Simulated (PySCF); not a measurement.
SMILES [F][Sn]([F])([SH])[SH] (H2F2S2Sn), CAM-B3LYP/def2-SVP optimised geometry.

```
7

F     -1.57     0.88     0.00
Sn    -0.81    -0.88     0.00
F     -1.32    -1.53     1.74
S      1.57    -0.88     0.00
S     -1.92    -2.01    -1.78
H      1.59    -0.96     1.35
H     -2.85    -1.03    -1.84
```

Density from PySCF with CAM-B3LYP/def2-TZVP, def2 effective core potentials past Kr at that geometry. The core electrons that the potentials of Sn replace are not part of the density.

Minimum of the electron density along straight lines between bonded atoms, close to the bond critical point (lines longer than 1.1 times the sum of covalent radii, or with two minima, are not listed):

| bond | length / Å | ρ at the minimum / e bohr⁻³ | ∇²ρ there / e bohr⁻⁵ | position (fraction from the first atom) |
|---|---|---|---|---|
| F1–Sn2 | 1.923 | 0.122 | 0.60 | 0.48 |
| Sn2–F3 | 1.924 | 0.122 | 0.60 | 0.52 |
| Sn2–S4 | 2.378 | 0.092 | 0.08 | 0.48 |
| Sn2–S5 | 2.378 | 0.092 | 0.08 | 0.48 |
| S4–H6 | 1.352 | 0.212 | -0.60 | 0.65 |
| S5–H7 | 1.352 | 0.212 | -0.60 | 0.65 |
